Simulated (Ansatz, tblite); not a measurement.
Cost and result up the ladder for Al₈As₇H₂₂⁻, a nanocrystal cut from wurtzite AlAs (hydrogen-capped) (37 atoms). Total charge -1; singlet. Geometry: PBE-D4/def2-SVP.

```xyz
37

As    2.729   -2.829    1.738
Al    1.833   -1.805    3.903
Al    2.020   -2.039   -0.550
As   -0.436   -1.695   -0.346
As    0.931    0.234    2.778
Al   -1.199   -0.428    1.695
Al   -1.221   -0.798   -2.531
As   -3.683   -0.374   -2.184
As   -2.413    1.510    0.737
Al   -4.626    0.656   -0.042
As    2.848    0.283   -0.621
Al    2.725    1.531    1.574
Al    2.241    1.358   -2.816
As   -0.257    1.472   -2.518
Al   -1.362    3.091   -0.921
H     2.604   -4.352    1.784
H     4.256   -2.781    1.715
H     0.682   -2.831    4.371
H     3.093   -1.514    4.860
H     2.468   -3.074   -1.689
H    -1.040   -3.094   -0.234
H     0.463    1.125    3.930
H    -2.118   -1.366    2.615
H    -0.967   -1.759   -3.789
H    -4.450   -1.650   -2.537
H    -4.119    0.433   -3.405
H    -2.744    2.348    1.973
H    -5.149   -0.613    0.802
H    -5.654    1.817   -0.474
H     4.347    0.015   -0.777
H     4.111    1.215    2.338
H     2.249    3.042    1.336
H     2.557    0.304   -3.995
H     2.856    2.841   -2.893
H    -0.739    1.961   -3.886
H    -0.263    4.004   -0.195
H    -2.575    3.761   -1.746
```

Ansatz on 2 threads of AMD EPYC 7R13 on a shared host and a share (18 GiB) of an NVIDIA H100 80GB HBM3; xTB runs through tblite on one thread. Times are rough, summed over both states, and most runs start from the orbitals of an earlier one. PBE0-D4/def2-TZVP serves as the yardstick here, not as an exact answer. The other state is a triplet.

The xTB rows come from tblite. Single mean-field runs in def2-TZVP are fitted with def2-universal-jkfit. HOMO above LUMO, or a gap near zero within one spin, warns that the state may not be the lowest or that an electron is smeared out.

xTB has no spin-polarisation term.

| level | functions | vertical triplet (eV) | difference from PBE0-D4/def2-TZVP (eV) | remarks |
| --- | --- | --- | --- | --- |
| GFN1-xTB | 179 | 3.80 | -0.79 | – |
| PBE-D4/def2-TZVP (with forces) | 764 | 3.89 | -0.70 | HOMO above zero (triplet), gap within one spin near zero (triplet) |
| GFN2-xTB | 157 | 2.82 | -1.77 | – |
| PBE0-D4/def2-TZVP | 764 | 4.59 | 0.00 | HOMO above zero (triplet) |

(1) Estimate how long each takes.

Answers

(1) GFN2-xTB 0.48 s; GFN1-xTB 0.51 s; PBE-D4/def2-TZVP (with forces) 29 s; PBE0-D4/def2-TZVP 53 s. On shared hardware such times vary by a factor of up to 3.
